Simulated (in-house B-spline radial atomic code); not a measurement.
# Xe⁷⁺: [Ar] (3d3/2)4 (3d5/2)5 4s2 4p6 4d10 5s2 (with a hole in an inner shell)

All numbers are computed (Dirac-Hartree-Fock, average of the jj configuration; Fermi nucleus of rms radius 4.7859 fm) with a radial B-spline atomic code at the basis-set limit, not measured.

Screening seen three ways: the hydrogenic charge with the same mean radius, Z_r = [3n² - l(l+1)]/(2<r>), the one with the same energy, Z_e = n√(-2ε), and Slater's rules. Values are occupation-weighted means over j. An effective charge above Z reflects the relativistic contraction of the inner shells.

```json
{"shell": "1s", "electrons": "2", "ε (eV)": "-34904", "<r> (bohr)": "0.02665", "Z_r": "56.28", "Z_e": "50.65", "Slater": "53.70"}
{"shell": "2s", "electrons": "2", "ε (eV)": "-5656.7", "<r> (bohr)": "0.114", "Z_r": "52.65", "Z_e": "40.78", "Slater": "49.85"}
{"shell": "2p", "electrons": "6", "ε (eV)": "-5091.6", "<r> (bohr)": "0.1001", "Z_r": "49.97", "Z_e": "38.69", "Slater": "49.85"}
{"shell": "3s", "electrons": "2", "ε (eV)": "-1300", "<r> (bohr)": "0.3028", "Z_r": "44.59", "Z_e": "29.32", "Slater": "42.75"}
{"shell": "3p", "electrons": "6", "ε (eV)": "-1111.3", "<r> (bohr)": "0.3006", "Z_r": "41.58", "Z_e": "27.11", "Slater": "42.75"}
{"shell": "3d", "electrons": "9", "ε (eV)": "-835.1", "<r> (bohr)": "0.2781", "Z_r": "37.76", "Z_e": "23.50", "Slater": "33.20"}
{"shell": "4s", "electrons": "2", "ε (eV)": "-336.42", "<r> (bohr)": "0.7024", "Z_r": "34.17", "Z_e": "19.89", "Slater": "27.10"}
{"shell": "4p", "electrons": "6", "ε (eV)": "-272.48", "<r> (bohr)": "0.7451", "Z_r": "30.87", "Z_e": "17.90", "Slater": "27.10"}
{"shell": "4d", "electrons": "10", "ε (eV)": "-175.69", "<r> (bohr)": "0.8256", "Z_r": "25.44", "Z_e": "14.37", "Slater": "15.85"}
{"shell": "5s", "electrons": "2", "ε (eV)": "-107.51", "<r> (bohr)": "1.585", "Z_r": "23.65", "Z_e": "14.06", "Slater": "11.35"}
```

The least bound orbital is 5s1/2 at -107.5 eV, and it is also the most diffuse (<r> = 1.585 bohr). The part-filled 3d shell lies below the filled 5s shell in orbital energy.

For the 1s electron the small component carries 3.96 % of the norm, the zero-frequency Breit interaction raises the level by 86.97 eV, self-energy by 49.96 eV, and vacuum polarisation lowers it by 7 eV.
